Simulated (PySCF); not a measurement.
## Vanadium: a sound run and one with changed settings

Sound run: V [Ar] 3d3 4s2, V⁺ [Ar] 3d4. Calculation: PySCF 2.14, in x2c-SVPall (5s3p3d1f, 36 functions); scalar relativity by spin-free X2C-1e. The sound run starts from symmetry-adapted Hartree-Fock orbitals and uses a fine grid where one is needed.

Changed run: 14 angular points. This setting is unsound on purpose.

```tsv
species	method	sound run (hartree)	changed run (hartree)	converged
V	UHF	-947.98644	-947.98644	yes
V	PBE	-948.78442	-948.84346	yes
V	M06-L	-948.96366	-949.09840	yes
V⁺	UHF	-947.75976	-947.75976	yes
V⁺	PBE	-948.55280	-948.57127	yes
V⁺	M06-L	-948.72951	-948.76066	yes
```

Ionisation energy of V:

| method | sound run (eV) | changed run (eV) |
| --- | --- | --- |
| UHF | 6.168 | 6.168 |
| PBE | 6.303 | 7.407 |
| M06-L | 6.372 | 9.190 |

A coarse angular grid integrates products of high-l functions wrongly, so density functionals can shift, and the SCF can exploit the error; Hartree-Fock and MP2 need no grid.

For comparison, NIST gives 6.746 eV between the lowest levels.
